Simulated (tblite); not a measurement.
C6H3F3N (doublet state).
Geometry (GFN2-xTB, Å), atoms numbered from 1 in this order:
```
atom  x, y, z in Å
C1    -1.230    1.253    2.103
C2    -0.777    0.378    1.426
C3    -0.245   -0.679    0.523
N4    -0.841   -0.734   -0.765
C5    -1.706    0.055   -1.196
C6     1.242   -0.485    0.411
F7     2.000   -1.292    1.170
C8     1.836    0.441   -0.338
F9     3.140    0.636   -0.430
F10    1.175    1.291   -1.109
H11   -0.415   -1.652    1.006
H12   -2.083   -0.106   -2.195
H13   -2.102    0.895   -0.624
```

Level: GFN2-xTB in tblite, geometry and Hessian alike; calculated harmonic values, unscaled, isolated species. The method is semi-empirical: single wavenumbers can be off by several per cent or more. One conformer, not necessarily the lowest. Open shells enter through the occupations alone, without spin polarisation, and single modes of such species can be off by tens of per cent.

Harmonic wavenumbers (cm⁻¹): 31.7, 73.7, 95.9, 135.8, 149.2, 183.2, 238.9, 271.1, 322.2, 350.7, 431.7, 446.0, 514.9, 533.9, 544.7, 667.1, 784.2, 902.7, 983.0, 1012.2, 1094.4, 1116.0, 1150.1, 1186.3, 1215.0, 1258.9, 1382.0, 1747.9, 1765.5, 2275.0, 2897.1, 2936.5, 3083.9.

A = 1828, B = 1070, C = 922.0 MHz; mass 146.022 u (most abundant isotopes); point group C1, symmetry number 1; spin multiplicity 2.

Problem. Zero-point energy?

Solution. ½Σν̃ = 15891 cm⁻¹ = 190.10 kJ/mol.

Problem. What is S at 298.15 K and 1 bar for an ideal gas of classical rigid rotors and harmonic oscillators?

Solution. Translation 171.01, rotation 123.71, vibration 132.38, spin (R ln 2) 5.76: S = 432.9 J/(mol K).

Problem. And Cp and H(298.15 K) − H(0)?

Solution. Cp = 154.54 J/(mol K), of which vibrations give 121.28 (their classical limit is 33 R = 274.4); H(298.15 K) − H(0) = 29.96 kJ/mol without the zero-point energy, 20.05 from vibrations.

Problem. Which modes carry the vibrational entropy at 298.15 K?

Solution. 31.7 cm⁻¹: 23.93; 73.7 cm⁻¹: 16.95; 95.9 cm⁻¹: 14.79; 135.8 cm⁻¹: 11.98; 149.2 cm⁻¹: 11.22; 183.2 cm⁻¹: 9.60 J/(mol K); the other 27 give 43.89 together.

Problem. How do the functions run with temperature in this model?

Solution. 
```tsv
T (K)	S (J/(mol K))	Cp (J/(mol K))	H − H(0) (kJ/mol)	G − H(0) (kJ/mol)	ln q(vib)
50	257.8	58.1	2.19	-10.70	0.75
100	306.4	83.9	5.76	-24.87	2.15
373.15	469.7	174.4	42.32	-132.97	9.82
500	524.8	201.5	66.25	-196.13	12.97
750	613.8	236.8	121.44	-338.90	18.52
1000	685.0	257.9	183.48	-501.55	23.34
```

q(vib) and H(0) count from the zero-point level.

Hindered rotation and anharmonicity are outside this model. Other conformers, if any are populated, would add a mixing term that is left out. The structure is chiral; the term R ln 2 for an equal mix with its mirror image is left out.
